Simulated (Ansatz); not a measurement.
Basis-set series for H6N4W (`[NH]=[W](=[NH])([NH2])[NH2]`). The species carries charge 0 and has multiplicity 1. W takes the def2 core potential. All single points use the PBE0-D4/def2-TZVP geometry. It is one conformer, not always the lowest.

Cartesian coordinates in Å:
```
N -1.438 -0.826 -0.863
W -0.041 0.005 -0.196
N 0.986 0.877 -1.324
N 1.079 -1.359 0.654
N -0.719 1.319 1.088
H -2.078 -1.141 -1.574
H 1.295 1.229 -2.216
H 2.084 -1.312 0.694
H 0.737 -2.259 0.951
H -0.279 2.207 1.265
H -1.627 1.261 1.521
```

| functional | basis | functions | energy (Eh) | HOMO (eV) | LUMO (eV) |
| --- | --- | --- | --- | --- | --- |
| PBE0-D4 | def2-TZVPP | 264 | -289.67413 | -6.70 | -0.18 |
| PBE0-D4 | def2-QZVPP | 489 | -289.68869 | -6.76 | -0.30 |
| ωB97M-V | def2-TZVPP | 264 | -289.75039 | -8.91 | 1.61 |
| ωB97M-V | def2-QZVPP | 489 | -289.76417 | -8.98 | 0.96 |

**Question.** Give the rows for def2-SVP. (Estimate.)

**Answer.** Computed: 
| functional | basis | functions | energy (Eh) | HOMO (eV) | LUMO (eV) |
| --- | --- | --- | --- | --- | --- |
| PBE0-D4 | def2-SVP | 118 | -289.38352 | -6.55 | -0.01 |
| ωB97M-V | def2-SVP | 118 | -289.44889 | -8.76 | 1.95 |

Positive LUMOs are unbound and depend on the basis.
